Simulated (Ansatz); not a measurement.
`[CH3][Al]([Br])[Br]`, charge 0, multiplicity 1.

(1) Give a relaxed structure at PBE0-D4/def2-TZVP (Ansatz 0.2.0). (An estimate is asked.)

Answers

(1) The calculation gave: 
Z-matrix (Å, degrees):
```
C
Al 1 1.930
H 1 1.091 2 111.7
H 1 1.094 2 110.3 3 121.0
H 1 1.094 2 110.3 3 -121.0
Br 2 2.250 1 121.1 3 -180.0
Br 2 2.250 1 122.2 3 0.0
```
Point group Cs.
